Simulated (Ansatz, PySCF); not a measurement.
Breaking the C1–Al2 bond in CH5Al (SMILES [CH3][AlH2]) (multiplicity 1 held, fragments rigid). Energies count from the point at 1.955 Å.
Geometry at that point (charge 0, multiplicity 1):
```csv
atom,x (Å),y (Å),z (Å)
C,-1.2351,-0.0945,-0.0008
Al,0.7144,0.0494,-0.0025
H,-1.6801,0.5444,-0.7695
H,-1.5925,-1.1140,-0.1561
H,-1.6392,0.2555,0.9557
H,1.3987,1.4781,0.0298
H,1.6360,-1.2390,-0.0221
```

Restricted levels (R-, RO-) in cc, def2 and unpolarised 6-31G sets keep to the state of the molecule at rest. Unrestricted levels (U-) break spin symmetry where that is lower. Active spaces are followed from a long bond inwards. Curves can end on different states.

Cores are frozen in the correlated methods. Rows in 6-31G* carry no dispersion term and start afresh at each structure (6-31G* with six Cartesian d functions). MP2/6-31G* freezes PySCF's default core.

Codes used: Ansatz (Gaussian orbitals); PySCF for 6-31G* rows. Each number belongs to the level named beside it.

```json
[
 {"level": "U-HF/cc-pV(T+d)Z", "energy at R = 6.256 Å (kcal/mol)": "67.77"},
 {"level": "R-B3LYP/cc-pV(T+d)Z", "energy at R = 6.256 Å (kcal/mol)": "123.86"},
 {"level": "U-wB97X-V/cc-pV(T+d)Z", "energy at R = 6.256 Å (kcal/mol)": "96.99"},
 {"level": "R-MP2/6-31G*", "energy at R = 6.256 Å (kcal/mol)": "95.18"},
 {"level": "R-MP2/cc-pV(T+d)Z", "energy at R = 6.256 Å (kcal/mol)": "___"},
 {"level": "U-MP2/cc-pV(T+d)Z", "energy at R = 6.256 Å (kcal/mol)": "95.44"},
 {"level": "U-SCS-MP2/cc-pV(T+d)Z", "energy at R = 6.256 Å (kcal/mol)": "94.78"},
 {"level": "FIC-MRCISD on CASSCF(2,2)/cc-pV(T+d)Z", "energy at R = 6.256 Å (kcal/mol)": "90.96"},
 {"level": "FIC-MRCISD+Q on CASSCF(2,2)/cc-pV(T+d)Z", "energy at R = 6.256 Å (kcal/mol)": "92.49"}
]
```

Question: Fill in the missing entries.

Answer: 
- R-MP2/cc-pV(T+d)Z, energy at R = 6.256 Å (kcal/mol): 102.99

Doubts at one or more of the structures used: a spin-contaminated determinant (U-HF/cc-pV(T+d)Z, U-wB97X-V/cc-pV(T+d)Z, U-MP2/cc-pV(T+d)Z, U-SCS-MP2/cc-pV(T+d)Z); a restricted determinant that unrestricted orbitals would lower (R-B3LYP/cc-pV(T+d)Z, R-MP2/6-31G*, R-MP2/cc-pV(T+d)Z).

Ansatz is a first-principles code.
